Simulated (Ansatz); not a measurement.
Consider the redistribution: `N[Si](O)(Cl)Br` + `N[SiH2]N[SiH2]O` → `N[Si](N)(O)Br` + `O[SiH2]N[SiH2]Cl`.

Program: Ansatz. Geometries: PBE0-D4/def2-TZVP. ΔE: electronic, gas phase. CCSD(T)/CBS is the MP2 limit (def2-TZVPP, def2-QZVPP) plus CCSD(T) − MP2 in def2-TZVPP, frozen cores. Functionals use def2-TZVPP. B3LYP here is the variant with VWN-RPA as its local correlation; programs differ in this. For Br outer-core shells are correlated without core-valence functions, which leaves a few kJ/mol of doubt a bond. Scalar relativity is left out up to krypton. One conformer a species, not always the lowest.

`N[Si](O)(Cl)Br`:

Z-matrix (Å, degrees):
```
Si
O 1 1.625
Cl 1 2.044 2 112.5
N 1 1.693 2 111.3 3 118.4
Br 1 2.207 2 103.6 3 -116.8
H 2 0.961 1 115.9 3 -66.5
H 4 1.007 1 119.3 2 -156.1
H 4 1.008 1 119.5 2 60.4
```

`N[SiH2]N[SiH2]O`:

Z-matrix (Å, degrees):
```
Si
N 1 1.724
N 1 1.713 2 109.9
H 1 1.489 2 104.3 3 -125.1
H 1 1.488 2 114.1 3 116.1
Si 2 1.718 1 129.9 3 135.9
H 2 1.013 1 114.4 3 -46.4
H 3 1.006 1 120.1 2 145.4
H 3 1.007 1 122.3 2 -63.7
O 6 1.648 2 114.0 1 -112.3
H 6 1.480 2 110.8 1 132.0
H 6 1.485 2 106.1 1 10.2
H 10 0.958 6 117.3 2 62.3
```

`N[Si](N)(O)Br`:

Cartesian coordinates in Å:
```
N 0.221 -1.554 0.130
Si -0.030 0.071 -0.248
N -0.399 0.897 1.182
O 1.298 0.481 -1.111
Br -1.780 0.563 -1.579
H -0.414 -2.043 0.738
H 0.686 -2.165 -0.520
H -0.989 1.711 1.184
H 0.217 0.856 1.978
H 1.190 1.184 -1.754
```

`O[SiH2]N[SiH2]Cl`:

```xyz
11

O    -0.169    1.526    2.070
Si   -0.805    0.862    0.710
N     0.398    0.357   -0.422
Si    0.647   -1.216   -1.045
Cl   -0.468   -1.607   -2.736
H     0.411    0.981    2.604
H    -1.588   -0.366    1.001
H    -1.645    1.947    0.156
H     0.927    1.094   -0.870
H     2.062   -1.377   -1.446
H     0.230   -2.200   -0.024
```

```
             level  ΔE (kJ/mol)  difference from CCSD(T)/CBS
            PBE-D4        -23.3                          0.7
         r2SCAN-D4        -24.8                         -0.8
           PBE0-D4        -24.6                         -0.6
          B3LYP-D4        -24.9                         -0.9
           ωB97X-V        -24.6                         -0.6
           ωB97M-V        -24.7                         -0.7
            B2PLYP        -24.7                         -0.7
               PBE        -23.5                          0.5
            r2SCAN        -24.8                         -0.8
              PBE0        -24.7                         -0.7
             B3LYP        -25.2                         -1.2
     HF/def2-TZVPP        -28.5                         -4.5
    MP2/def2-TZVPP        -23.7                          0.3
SCS-MP2/def2-TZVPP        -24.0                          0.0
   CCSD/def2-TZVPP        -25.1                         -1.1
CCSD(T)/def2-TZVPP        -24.4                         -0.4
     HF/def2-QZVPP        -28.4                         -4.4
    MP2/def2-QZVPP        -23.4                          0.6
SCS-MP2/def2-QZVPP        -23.8                          0.2
      HF/CBS(def2)        -28.3                         -4.3
     MP2/CBS(def2)        -23.3                          0.7
    CCSD/CBS(def2)        -24.7                         -0.7
       CCSD(T)/CBS        -24.0                            0
```

Largest T1 diagnostic among the species: 0.011.

In def2-TZVPP, CCSD(T) changes the Hartree–Fock value by +4.1 kJ/mol (the triples alone add +0.7 kJ/mol) and MP2 by +4.8 kJ/mol.
